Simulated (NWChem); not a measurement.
System: CH₄F₂Si; SMILES C[SiH](F)F

NWChem input:

```
start job
memory heap 200 mb stack 900 mb global 1100 mb
geometry units angstroms noautoz
  Si    -0.000174    -0.064445     0.335910
  C     -0.000562     1.690257    -0.236981
  F     -1.295841    -0.829825    -0.256373
  F      1.295295    -0.829658    -0.256993
  H      0.000162    -0.247281     1.806185
  H     -0.891872     2.220840     0.131751
  H      0.892461     2.220278     0.128393
  H     -0.002603     1.736897    -1.336849
end
basis spherical
  Si library 6-31g*
  C library 6-31g*
  F library 6-31g*
  H library 6-31g*
end
dft
  xc becke88 lyp
  iterations 150
  mulliken
end
task dft energy
```

Excerpt of the output:

```
             Northwest Computational Chemistry Package (NWChem) 7.3.0
             --------------------------------------------------------

 CS  symmetry detected

                             Geometry "geometry" -> ""
                             -------------------------

 Output coordinates in angstroms (scale by  1.889725989 to convert to a.u.)

  No.       Tag          Charge          X              Y              Z
 ---- ---------------- ---------- -------------- -------------- --------------
    1 Si                  14.0000     0.35072499    -0.06855522     0.00000000
    2 C                    6.0000    -0.22955793     1.68371604     0.00000000
    3 F                    9.0000    -0.23863665    -0.83634289    -1.29556788
    4 F                    9.0000    -0.23863665    -0.83634289     1.29556788
    5 H                    1.0000     1.82175771    -0.24519163     0.00000000
    6 H                    1.0000     0.13525651     2.21556012    -0.89216656
    7 H                    1.0000     0.13525651     2.21556012     0.89216656
    8 H                    1.0000    -1.32961321     1.72572014     0.00000000

 Effective nuclear repulsion energy (a.u.)     180.9373778726

      Symmetry information
      --------------------

 Group name             Cs
 Group number              2
 Group order               2
 No. of unique centers     6

                                 NWChem DFT Module
                                 -----------------

 Summary of "ao basis" -> "ao basis" (spherical)
 ------------------------------------------------------------------------------
       Tag                 Description            Shells   Functions and Types
 ---------------- ------------------------------  ------  ---------------------
 Si                          6-31g*                  8       18   4s3p1d
 C                           6-31g*                  6       14   3s2p1d
 F                           6-31g*                  6       14   3s2p1d
 H                           6-31g*                  2        2   2s

      Symmetry analysis of basis
      --------------------------

        a'         43
        a"         25

            General Information
            -------------------
          SCF calculation type: DFT
          Wavefunction type:  closed shell.
          No. of atoms     :     8
          No. of electrons :    42
           Alpha electrons :    21
            Beta electrons :    21
          Charge           :     0
          Spin multiplicity:     1
          Use of symmetry is: on ; symmetry adaption is: on
          Maximum number of iterations: 150
          AO basis - number of functions:    68
                     number of shells:    34
          Convergence on energy requested:  1.00D-06
          Convergence on density requested:  1.00D-05
          Convergence on gradient requested:  5.00D-04

              XC Information
              --------------
                    Becke 1988 Exchange Functional  1.000
              Lee-Yang-Parr Correlation Functional  1.000

             Grid Information
             ----------------
          Grid used for XC integration:  medium
          Radial quadrature: Mura-Knowles
          Angular quadrature: Lebedev.
          Tag              B.-S. Rad. Rad. Pts. Rad. Cut. Ang. Pts.
          ---              ---------- --------- --------- ---------
          Si                  1.10       88           8.0       590
          C                   0.70       49           8.0       434
          F                   0.50       49          10.0       434
          H                   0.35       45          10.0       434
          Grid pruning is: on
          Number of quadrature shells:   321
          Spatial weights used:  Erf1

      Superposition of Atomic Density Guess
      -------------------------------------

 Sum of atomic energies:        -527.21515587

      Non-variational initial energy
      ------------------------------

 Total energy =    -528.370971
 1-e energy   =   -1091.191150
 2-e energy   =     381.882802
 HOMO         =      -0.381460
 LUMO         =       0.097510

      Symmetry analysis of molecular orbitals - initial
      -------------------------------------------------

  Numbering of irreducible representations:

     1 a'          2 a"

  Orbital symmetries:

     1 a'          2 a'          3 a"          4 a'          5 a'
     6 a"          7 a'          8 a'          9 a'         10 a"
    11 a'         12 a'         13 a"         14 a'         15 a'
    16 a"         17 a"         18 a'         19 a"         20 a'
    21 a'         22 a'         23 a"         24 a'         25 a'
    26 a"         27 a'         28 a'         29 a'         30 a'
    31 a'

     ---------------------------------------------
      Total Density - Mulliken Population Analysis
     ---------------------------------------------

    Atom       Charge   Shell Charges
 -----------   ------   -------------------------------------------------------
    1 Si  14    12.48   2.00  2.00  5.97  0.81  1.09  0.20  0.20  0.22
    2 C    6     6.99   2.00  0.72  2.11  0.71  1.44  0.02
    3 F    9     9.62   2.00  0.95  3.47  1.00  2.19  0.01
    4 F    9     9.62   2.00  0.95  3.47  1.00  2.19  0.01
    5 H    1     1.09   0.47  0.62
    6 H    1     0.73   0.45  0.29
    7 H    1     0.73   0.45  0.29
    8 H    1     0.74   0.45  0.29

   convergence    iter        energy       DeltaE   RMS-Dens  Diis-err
 ---------------- ----- ----------------- --------- --------- ---------
 d= 0,ls=0.0,diis     1   -529.6547863941 -7.11D+02  2.39D-02  8.00D-01
 d= 0,ls=0.0,diis     2   -529.5058223029  1.49D-01  1.36D-02  2.77D+00
 d= 0,ls=0.0,diis     3   -529.7412372742 -2.35D-01  1.62D-03  2.51D-02
 d= 0,ls=0.0,diis     4   -529.7427821225 -1.54D-03  8.21D-04  4.25D-03
 d= 0,ls=0.0,diis     5   -529.7432553499 -4.73D-04  2.48D-04  6.11D-04
  Resetting Diis
 d= 0,ls=0.0,diis     6   -529.7433376002 -8.23D-05  4.48D-05  7.98D-06
 d= 0,ls=0.0,diis     7   -529.7433387514 -1.15D-06  1.40D-05  2.78D-07
 d= 0,ls=0.0,diis     8   -529.7433387546 -3.27D-09  6.69D-06  3.41D-07

         Total DFT energy =     -529.743338754622
      One electron energy =    -1094.080073711002
           Coulomb energy =      432.238704359374
    Exchange-Corr. energy =      -48.839347275582
 Nuclear repulsion energy =      180.937377872589

 Numeric. integr. density =       41.999997593564

                  Occupations of the irreducible representations
                  ----------------------------------------------

                     irrep           alpha         beta
                     --------     --------     --------
                     a'               14.0         14.0
                     a"                7.0          7.0

                       DFT Final Molecular Orbital Analysis
                       ------------------------------------

 Vector   19  Occ=2.000000D+00  E=-3.316762D-01  Symmetry=a'
              MO Center=  1.9D-01, -2.2D-01,  2.0D-14, r^2= 3.1D+00
   Bfn.  Coefficient  Atom+Function         Bfn.  Coefficient  Atom+Function
  ----- ------------  ---------------      ----- ------------  ---------------
    35      0.260282  3 F  px                49      0.260282  4 F  px
    36      0.251962  3 F  py                50      0.251962  4 F  py
    62     -0.221181  5 H  s                 22      0.205851  2 C  py
    39      0.177110  3 F  px                53      0.177110  4 F  px
    40      0.172970  3 F  py                54      0.172970  4 F  py

 Vector   20  Occ=2.000000D+00  E=-3.293729D-01  Symmetry=a"
              MO Center= -2.0D-01, -5.8D-01, -2.6D-14, r^2= 2.7D+00
   Bfn.  Coefficient  Atom+Function         Bfn.  Coefficient  Atom+Function
  ----- ------------  ---------------      ----- ------------  ---------------
    37     -0.321459  3 F  pz                51     -0.321459  4 F  pz
    36      0.309566  3 F  py                50     -0.309566  4 F  py
    40      0.220280  3 F  py                54     -0.220280  4 F  py
    41     -0.218737  3 F  pz                55     -0.218737  4 F  pz
    23      0.132188  2 C  pz                35      0.087967  3 F  px

 Vector   21  Occ=2.000000D+00  E=-2.774745D-01  Symmetry=a'
              MO Center=  3.5D-01,  4.0D-01, -2.3D-14, r^2= 3.0D+00
   Bfn.  Coefficient  Atom+Function         Bfn.  Coefficient  Atom+Function
  ----- ------------  ---------------      ----- ------------  ---------------
    22      0.331114  2 C  py                62      0.314880  5 H  s
    26      0.211023  2 C  py                61      0.209783  5 H  s
     8     -0.205333  1 Si py                 7      0.203595  1 Si px
    35     -0.177805  3 F  px                49     -0.177805  4 F  px
    24     -0.164272  2 C  s                 36      0.165038  3 F  py

 Vector   22  Occ=0.000000D+00  E= 2.767796D-02  Symmetry=a"
              MO Center=  5.0D-01,  1.3D-01, -2.8D-15, r^2= 3.7D+00
   Bfn.  Coefficient  Atom+Function         Bfn.  Coefficient  Atom+Function
  ----- ------------  ---------------      ----- ------------  ---------------
    13      0.919267  1 Si pz                 9      0.433217  1 Si pz
    38      0.366226  3 F  s                 52     -0.366226  4 F  s
    64      0.246695  6 H  s                 66     -0.246695  7 H  s
     5     -0.155641  1 Si pz                36      0.131235  3 F  py
    50     -0.131235  4 F  py                40      0.121975  3 F  py

[...]
```

Level: BLYP/6-31G* (spherical d). All runs use the structure optimised with PBE0/def2-SVP.
